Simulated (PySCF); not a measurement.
## Li⁺ (lithium, charge +1) across methods

1s2, closed-shell 1S. All numbers are calculated (PySCF 2.14, scalar relativity by spin-free X2C-1e, in aug-cc-pCVTZ-DK with one added diffuse shell each of s, p, d, f type (8s7p5d3f, 75 functions)).

```csv
method,E (hartree),mean ε 1s (eV),Σ⟨r²⟩ (bohr²),⟨S²⟩
PBE,-7.2574,-60.403,0.9191,0.000
PW91,-7.2682,-60.588,0.9185,0.000
UHF,-7.23704,-75.988,0.8904,0.000
M06,-7.2917,-64.634,0.9030,0.000
revPBE,-7.2815,-60.498,0.9161,0.000
PBE0,-7.2631,-64.481,0.9100,0.000
TPSSh,-7.2867,-62.992,0.9012,0.000
LDA,-7.1434,-59.594,0.9360,0.000
r2SCAN,-7.2823,-61.917,0.9036,0.000
```
